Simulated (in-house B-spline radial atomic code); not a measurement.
A fraction x of an electron is removed from 2p in the silicon ion Si⁴⁺, starting from [He] 2s2 2p6 and keeping the highest spin. Computed with a B-spline radial code for spherical atoms: non-relativistic BP86, spin-polarised, spherical fractional occupations, point nucleus.

| x | E(x) - E(0) (eV) | 2p down level (eV) |
| --- | --- | --- |
| 0 | 0.0000 | -148.639 |
| 0.17 | 25.7971 | -154.867 |
| 0.25 | 38.3046 | -157.823 |
| 0.49 | 77.2542 | -166.780 |
| 0.5 | 78.9238 | -167.156 |
| 0.7 | 113.1105 | -174.726 |
| 0.77 | 125.4347 | -177.397 |
| 0.94 | 156.1463 | -183.926 |
| 1 | 167.2514 | -186.245 |

The exact functional would give a straight line between the two integer points. Deviations E(x) - E(0) - x[E(1) - E(0)], in eV: -2.636 at x = 0.17, -3.508 at x = 0.25, -4.699 at x = 0.49, -4.702 at x = 0.5, -3.965 at x = 0.7, -3.349 at x = 0.77, -1.07 at x = 0.94.

The curve lies below the straight line by up to 4.702 eV (at x = 0.5): convex, the delocalisation error that favours fractional charges.

(1) How well does Slater's transition state (minus the level at half occupation) give the ionisation energy?

Answers

(1) It gives 167.156 eV against 167.251 eV from the two total energies; NIST lists 166.77 eV, ground level to ground level.
